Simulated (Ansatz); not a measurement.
Species: C$_{3}$H$_{4}$S, charge 0, singlet. C3H4S (SMILES C#CCS).
B3LYP-D3(BJ)/def2-TZVP minimum from Ansatz (an electronic-structure program):
```
C
H 1 1.0901
H 1 1.0901 2 108.80
C 1 1.4484 2 110.20 3 120.93
C 4 1.1990 3 151.13 1 178.53
H 5 1.0622 3 161.46 1 179.39
S 1 1.8467 2 109.04 3 -118.83
H 7 1.3443 1 95.58 2 59.34
```

Total energies in cc-pV(D+d)Z, 22 correlated electrons, 8 frozen orbitals. Open shells are spin-unrestricted; no spin-orbit coupling. Correlated methods leave the cores frozen. No relativity.

```csv
method,program,energy (Eh),minus CCSDT(Q) (mEh)
HF,Ansatz,-513.40102,589.81
MP2,Ansatz,-513.92635,64.47
CCSD,Ansatz,-513.96719,23.64
CCSD(T),Ansatz,-513.98826,2.56
CCSDT(Q),Ansatz,-513.99083,0.00
```

Rough core times of Ansatz's runs on a shared machine: CCSD(T) under 20 s, CCSDT(Q) 5 min.
